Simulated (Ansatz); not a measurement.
AlF$_{3}$ (SMILES [F][Al]([F])[F]), singlet, geometry from GFN2-xTB (such geometries of metal compounds can be far from the true shape); WB97M-V/cc-pVDZ (Ansatz, a first-principles code).

The Ansatz input:
Ansatz 0.2 input:
```yaml
crystal:
  periodic: [false, false, false]
  atoms:
    - {symbol: Al, position_ang: [0.00000000, -0.00000000, -0.00000000]}
    - {symbol: F, position_ang: [-0.02093275, 1.63085400, 0.03791596]}
    - {symbol: F, position_ang: [1.42318261, -0.79710311, -0.02717492]}
    - {symbol: F, position_ang: [-1.40224986, -0.83375089, -0.01074104]}
basis:
  gaussian:
    orbitals: cc-pVDZ
hamiltonian:
  xc: {name: wB97M-V}
```

Question: What does Ansatz print? Leave out banner, timings and long lists.

Answer: 
```
Functional definition: wB97M-V
566 factors; integrals over basis functions are off by at most 4.1e-4 eV
132 factors; integrals over basis functions are off by at most 4.9e-6 eV
mean field evaluation 1: about -14746.5257 eV, gradient 5.1e1 eV
mean field evaluation 2: about -14746.1702 eV, gradient 5.9e1 eV
mean field evaluation 4: about -14750.9667 eV, gradient 4.2e-1 eV
mean field evaluation 8: about -14751.0075 eV, gradient 1.8e-2 eV
mean field evaluation 16: about -14751.0075 eV, gradient 2.1e-5 eV
mean field -14751.00754815 eV, -542.0895288024 hartree, gradient 2.1e-5 eV, S^2 0.000000; 0 other end points of the search recorded, 0 dependent functions left out
reference -14751.00759968 eV, -542.0895306960 hartree; 20, 20 occupied and 40, 40 virtual orbitals, 566 factors
Total energy: -14751.00759968 eV, -542.0895306960 hartree
```
